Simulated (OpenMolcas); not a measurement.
**Mn4+: effect of the metal basis**

Mn4+ with 6 ligands (fluoride) in octahedral coordination (Oh) at 1.84 Å. A charge of +0.333 e stands 3.2 Å behind each ligand.

- Program: OpenMolcas 26.06
- Method: CASSCF
- Spin-orbit coupling: state interaction with AMFI integrals over the reference wave functions

Fixed: ligand basis ANO-RCC-VDZP, active space 3 electrons in 5 orbitals (3d), DKH2 Hamiltonian.

States (labels of O, the rotations of Oh). Energies in cm-1 above the lowest state or level, χT in cm3 K/mol.

```csv
Run,Metal basis,Ground state,First state of that spin,First gap with spin-orbit (degeneracies),χT at 300 K,First state of another spin,Cost
A,ANO-RCC-VDZP,4A2,4T2 19669,"19518 (4, 2)",1.828,2E 21336,roughly 18 core-seconds
B,ANO-RCC-VTZP,4A2,4T2 19403,"19254 (4, 2)",1.827,2E 21444,roughly 24 core-seconds
```

Against A, the first state of the same spin changes by -1.4 % in B.

Costs are those of the RASSCF and RASSI steps.

Without dynamic correlation the repulsion within the d shell is too large (B by tens of per cent), so at a given field states of lower spin stand too high. Ligand-to-metal charge-transfer states are missing. With no ligand orbital active B as a rule stays too high, so bands that hang on it stand too high and its fall with covalency is understated. With metal d orbitals alone and no dynamic correlation the field as a rule comes out too small, by tens of per cent, by up to half for chloride and softer ligands. The least metal-like active orbital is 80 % on the metal (Löwdin) and no ligand orbital is active, so the numbers are rough (holds for A). The least metal-like active orbital is 81 % on the metal (Löwdin) and no ligand orbital is active, so the numbers are rough (holds for B). No measured value stands beside these numbers; the geometry was imposed, not optimised, and the real ion may take another.
